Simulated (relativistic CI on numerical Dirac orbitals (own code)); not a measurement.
**What each ingredient does to the levels of Dy18+**

Base calculation: Dirac-Coulomb-Breit CI, orbitals from a KLI potential per configuration, model QED, unscaled Slater integrals.

Configuration list (outside the closed core [Ar] 3d10 4s2): 4p⁶4d¹⁰4f², 4p⁶4d¹⁰4f5s, 4p⁶4d¹⁰5s², 4p⁶4d¹⁰4f5p, 4p⁶4d¹⁰5s5p, 4p⁶4d⁹4f³, 4p⁶4d¹⁰5p², 4p⁶4d¹⁰5s5d, 4p⁶4d¹⁰4f5d, 4p⁶4d¹⁰5p5d, 4p⁶4d⁹4f5s², 4p⁶4d¹⁰4f5f, 4p⁵4d¹⁰4f³, 4p⁶4d¹⁰5d², 4p⁶4d⁹4f²5s, 4p⁶4d¹⁰4f6s. Levels of other configurations are missing.

Variants: (1) only the first 3 configurations; (2) non-relativistic limit. Shifts of the energy above 4p⁶4d¹⁰4f² ³H4, in cm⁻¹, for the lowest level and the first level of each name with at least 55 % of one term (blank where a level changes its place among those of its configuration and J or its character, or is not in the variant):

```
           Level      Base     Δ(1)       Δ(2)
  4p⁶4d¹⁰4f² ³H4       0.0      0.0        0.0
  4p⁶4d¹⁰4f² ³H5    9309.9     +6.5    -9309.9
  4p⁶4d¹⁰4f² ³F2   12841.3   +961.0    -2965.9
  4p⁶4d¹⁰4f² ³H6   18231.7    +23.9   -18231.6
  4p⁶4d¹⁰4f² ³F3   19308.1   +870.2    -9432.7
  4p⁶4d¹⁰4f² ¹D2   45229.8  +2623.8    -9497.7
  4p⁶4d¹⁰4f² ³P0   53137.0  +3070.0    -6029.5
  4p⁶4d¹⁰4f² ¹I6   55360.2  +1580.5   -10458.6
  4p⁶4d¹⁰4f² ³P1   56409.7  +3069.1    -9302.2
  4p⁶4d¹⁰4f² ³P2   62284.7  +2963.7   -15177.2
  4p⁶4d¹⁰4f² ¹S0  123938.8  +1809.2   -11292.7
4p⁶4d¹⁰4f5s ³F°2  281733.4  -1102.9  +179370.9
4p⁶4d¹⁰4f5s ³F°3  283972.1  -1010.8  +177132.3
4p⁶4d¹⁰4f5s ³F°4  293101.6  -1107.7  +168002.8
```

At this charge transitions that keep the count of f electrons are usually good to a few per cent. Terms inside the open d or f shell come out 10 to 20 % too wide with unscaled integrals. Levels that differ in their count of f electrons can be misplaced by several ten thousand cm⁻¹, since the correlation energy of f electrons is missing or only estimated; rates across such gaps can be off by orders of magnitude.

Ionisation energy from one configuration of each of the two ions, the ground ones as tabulated or assumed: base 430.809 eV. The NIST ASD value (theoretical) is 431 ± 21 eV.

LS names give the leading component of a level, which can be under half, so a name can repeat, a term be missing and a line seem to break the LS rules.
